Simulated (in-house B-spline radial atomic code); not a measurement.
The numbers below are computed, except where a source is named.
**Softness against transferability: the 4p channel of Ga**

Ga, [Ar] 3d10 4s2 4p1, non-relativistic PBE, spherical and spin-unpolarised, from an all-electron radial atomic-structure program (B-spline basis) (atomic units). The all-electron 4p level is ε = -0.096148 hartree, its outermost node lies just inside 0.89 bohr and its outer maximum at 2.57 bohr.

Troullier-Martins pseudo-orbitals are made for several radii. The cutoffs (hartree) are the plane-wave energies beyond which the orbital holds less than the named kinetic energy per electron. The phase error is the difference, pseudo minus all-electron, of arctan(R P'/P) at R = 3.89 bohr for all radii, half a hartree below and above the level.

```csv
r_c (bohr),V_l(0) (hartree),cutoff for 10 mEh,for 1 mEh,for 0.1 mEh,phase error at ε − 0.5 (mrad),at ε + 0.5 (mrad)
1.93,-0.12,1.41,5.12,8.32,-0.1,-4.3
2.23,-0.06,1.41,4.99,8.16,-0.1,-4.4
2.57,-0.50,1.41,2.42,6.62,-0.1,-7.3
2.9,-0.76,1.41,2.16,5.12,-0.2,-12.4
3.23,-0.88,1.41,2.25,2.98,-0.3,-18.4
3.59,-0.93,1.41,2.25,2.98,-0.4,-23.2
```

Task: Which radius needs the lowest cutoff for 0.1 mEh while both phase errors stay within 12.5 mrad?

Result: The radii within that limit are 1.93, 2.23, 2.57, 2.9 bohr; of these r_c = 2.9 needs the least, 5.12 hartree, that is 10.2 Ry or 139 eV.

Task: What does the larger radius buy, and what does it cost?

Result: From r_c = 1.93 to 3.59 bohr the cutoff for 1 mEh goes from 5.12 to 2.25 hartree, a factor of 2.28, against 3.46 for a pure 1/r_c² scaling, end to end; step by step it is 5.12, 4.99, 2.42, 2.16, 2.25, 2.25, and for 0.1 mEh 8.32, 8.16, 6.62, 5.12, 2.98, 2.98; the number of plane waves goes as the cutoff to the power 3/2, here a factor of 3.4. The larger of the two phase errors is least at r_c = 1.93 bohr, 4.3 mrad; it is 4.3 at the smallest radius and 23.2 at the largest. These errors test the reference atom alone. Large radii also let the cores of neighbours overlap, which an atom doesn't show.
